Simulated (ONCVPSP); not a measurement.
# What one change does to a pseudopotential (Cl, ONCV)

```json
{
  "Element": "Cl",
  "Generator": "ONCVPSP 4.0.1",
  "Type": "optimised norm-conserving Vanderbilt (ONCV)",
  "Functional": "BLYP",
  "Relativity": "scalar-relativistic",
  "Frozen core": "[Ne]",
  "Valence charge": "7",
  "Reference configuration": "3s2 3p4.75 (charge +0.25)",
  "Partial waves": "3s: rc 1.20 bohr, ncon 4, nbas 8, qcut 4.3 1/bohr, 3 projectors, debl 1 Ha; 3p: rc 1.05 bohr, ncon 4, nbas 7, qcut 6.7 1/bohr, 2 projectors, debl 3.6 Ha",
  "Local potential": "polynomial inside 1.05 bohr (lpopt 5, dvloc0 6 Ha)",
  "Core correction": "none"
}
```

All-electron outer shells of the reference configuration (BLYP, scalar-relativistic, ld1.x):

| shell | level (eV) | outermost node (bohr) | outermost maximum (bohr) |
| --- | --- | --- | --- |
| 2s | -255.56 | 0.12 | 0.36 |
| 2p | -194.71 | – | 0.30 |
| 3s | -23.23 | 0.55 | 1.27 |
| 3p | -11.01 | 0.53 | 1.41 |

Change: s: qcut 3.9.

Cutoffs: the cutoffs (Ha) at which the residual kinetic energy of the hardest occupied pseudo-wave falls to 1 and 0.1 mHa per electron; they do not see the model core or the augmentation charge, which bear on the density cutoff. Errors are all-electron minus pseudo energies relative to the spin-unpolarised reference configuration.

Question: Predict the effect on cutoff, ghosts and configuration errors.

Answer: The potential gets neither clearly harder nor softer (105 Ha and 134 Ha → 105 Ha and 134 Ha); both files keep a bound ghost (p, s); the errors of the 4 common tests hardly move.

| quantity | base | changed |
| --- | --- | --- |
| cutoff, loose | 105 Ha | 105 Ha |
| cutoff, tight | 134 Ha | 134 Ha |
| loose cutoff by channel | s 58 Ha, p 105 Ha | s 91 Ha, p 105 Ha |
| bound ghosts | s, p | s, p |
| GHOST(+) flags under 300 eV | none | none |
| error for 3s2 3p5, meV [ΔE -2.43 eV] | +0.2 | +0.2 |
| error for 3s2 3p4, meV [ΔE 11.30 eV] | +0.7 | +0.8 |
| error for 3s2 3p3, meV [ΔE 36.60 eV] | +12 | +12 |
| error for 3s2 3p2, meV [ΔE 74.77 eV] | +57 | +59 |
| s: phases at 1.22 bohr within 0.05 rad from the reference energy up to (Ha; the scan ends near 5) | to the end of the scan | to the end of the scan |
| p: phases at 1.07 bohr within 0.05 rad from the reference energy up to (Ha; the scan ends near 5) | to the end of the scan | to the end of the scan |

 A true bound ghost makes a file unfit for plane-wave use even where its test errors are small: the radial tests pick states by their node count and pass the ghost by.
